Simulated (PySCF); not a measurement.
**Correlation energy of Cd⁺ (cadmium, charge +1)**

[Kr] 4d10 5p1, 2P determinant (an excited configuration). Calculation: PySCF 2.14, in x2c-TZVPPall; the spin-free X2C one-electron Hamiltonian (Gaussian nucleus). Frozen: [Kr]; 11 electrons correlated.

| level | correlation energy (mhartree) |
| --- | --- |
| CCSD | -349.49 |
| (T) | -9.46 |
| CCSD(T) | -358.95 |

Diagnostics: T1 = 0.011, D1 = 0.0522, largest double amplitude 0.026.

Problem. Is a single reference adequate?

Solution. Yes, within this model without spin-orbit coupling: T1 lies below 0.03 and no double amplitude reaches 0.07.

The basis was made for the ground configuration and has no added diffuse functions, which can raise the energy of the promoted electron.
